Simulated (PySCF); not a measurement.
Species: C5H11Si2 (doublet state).
Structure used (GFN2-xTB), in Å, numbered top down from 1:
```
atom  x, y, z in Å
C1    -1.315    1.426    0.587
C2    -0.890    0.544   -0.263
C3    -1.277    0.483   -1.712
C4     0.030   -0.539    0.203
Si5   -0.619   -2.308    0.004
C6     1.218   -0.262    0.742
Si7    1.994    1.437    0.972
H8    -1.191    1.615    1.629
H9    -1.825   -0.436   -1.916
H10   -0.382    0.488   -2.333
H11   -1.899    1.334   -1.974
H12   -2.060   -2.321    0.265
H13   -0.356   -2.763   -1.365
H14    0.081   -3.177    0.951
H15    1.821   -1.102    1.070
H16    1.558    2.370   -0.064
H17    1.655    1.956    2.301
H18    3.448    1.260    0.891
```

The hyperfine couplings belong to this conformer and change with its torsions.

Identity: `C(=C\[SiH3])([SiH3])\C(=[C]/[H])C` [radical].

Theory: UKS B3LYP, pcH-1 on C H Si, non-relativistic, mean-field spin-orbit, GIAO (PySCF 2.14.0). Isolated species at its GFN2-xTB geometry (one conformer only). The geometry wasn't refined by DFT: couplings that depend on bond lengths, twists or pyramidal angles can differ widely from those at the functional's own minimum. The frame is twisted about the C2–C4 bond at this geometry (dihedral C3–C2–C4–Si5 = -59°); couplings at other torsion angles weren't computed. No stability test was run, so a lower SCF solution isn't excluded.

Principal values of hyperfine tensors in MHz (contact, dipolar and spin–orbit terms together), for some of the nuclei:

```
atom  isotope      A1      A2      A3
  C1      13C  230.52  252.33  450.97
  C4      13C   59.93   60.56   81.94
  H8       1H   16.45   40.28   87.61
  C3      13C   42.13   42.64   54.60
  C2      13C  -28.39   -6.52    8.27
  H9       1H  -11.32  -10.58   -3.60
 H10       1H   -9.59   -8.84   -2.28
 Si5     29Si   -7.11   -4.36   -4.16
```

(1) Give the isotropic coupling of each nucleus in MHz and in mT (g = 2.0022), and the anisotropic part.

(2) What spin density at the nucleus of H8 lies behind its contact coupling (g_N = 5.58569)?

(3) C6 (13C, g_N = 1.40482) isn't in the table. Its spin density at the nucleus is -0.004906 bohr⁻³. What is its contact coupling?

(4) Name the largest traceless tensor T of the table and describe it.

(5) What first-order splitting does C1 cause when the field lies along A1, A2 or A3 of its tensor (g taken as isotropic, no quadrupole term)?

## Answers

(1) a_iso = (A1 + A2 + A3)/3, Ti = Ai − a_iso; 1 mT corresponds to 28.023 MHz. The tensors hold a spin–orbit part: the run splits a_iso into a_FC + a_SO, and T includes its anisotropic share.

```tsv
atom	a_iso (MHz)	a_FC	a_SO	a_iso (mT)	T1	T2	T3
C1	311.27	311.39	-0.12	11.108	-80.76	-58.94	139.70
C4	67.47	67.49	-0.02	2.408	-7.55	-6.91	14.46
H8	48.12	48.11	0.00	1.717	-31.66	-7.84	39.50
C3	46.46	46.46	-0.01	1.658	-4.32	-3.82	8.15
C2	-8.88	-8.88	0.00	-0.317	-19.51	2.36	17.15
H9	-8.50	-8.50	0.00	-0.303	-2.82	-2.08	4.90
H10	-6.90	-6.90	0.00	-0.246	-2.69	-1.94	4.63
Si5	-5.21	-5.22	0.01	-0.186	-1.90	0.85	1.05
```

(2) a_FC = (2μ0/3) gₑ μB g_N μN ρ(0)/(2S·h) = 800.24 MHz × g_N × ρ(0)/(2S), with ρ in bohr⁻³. With a_FC = 48.11 MHz and 2S = 1, ρ(0) = 0.01076 bohr⁻³. In magnitude that is 3.4 % of the 1/π = 0.318 of a free hydrogen atom.

(3) By the same relation, a_FC = -5.52 MHz. Its full tensor has the principal values -7.43, -6.22, -2.91 MHz.

(4) C1: -80.8, -58.9, 139.7 MHz, rhombic: the two smaller values differ by 16 % of the largest.

(5) 2 lines (I = 1/2), spaced by |A_i|/(g × 13.996): 8.23, 9.00, 16.09 mT along the axes of A1, A2 and A3.
